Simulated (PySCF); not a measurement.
## Ionisation energy of Ni¹⁶⁺ by level of theory

Ni¹⁶⁺ [Ne] 3s2 (1S) → Ni¹⁷⁺ [Ne] 3s1 (2S), as a difference of total energies. Computed with PySCF 2.14 in an uncontracted even-tempered set (16 s from 1.4 bohr⁻², ratio 2.5; 11 p from 1.8 bohr⁻², ratio 2.5; 5 d from 7.1 bohr⁻², ratio 2.7; 4 f from 11 bohr⁻², ratio 2.7), with the non-relativistic Hamiltonian (point nucleus). Correlated levels: outer shells: 1s2 frozen; virtual orbitals above 40 to 60 times the deepest correlated orbital energy dropped. The calculations carry no spin-orbit coupling.

| method | ionisation energy (eV) | difference from reference (eV) |
| --- | --- | --- |
| UHF | 561.69 | -9.38 |
| MP2 (outer shells) | 564.13 | -6.94 |
| SCS-MP2 (outer shells) | 564.40 | -6.67 |
| CCSD (outer shells) | 564.76 | -6.31 |
| CCSD(T) (outer shells) | 564.81 | -6.26 |

Reference: 571.07 ± 0.12 eV (semi-empirical (NIST evaluation); NIST Atomic Spectra Database, ionization energies).

These non-relativistic numbers lack the scalar-relativistic shift.
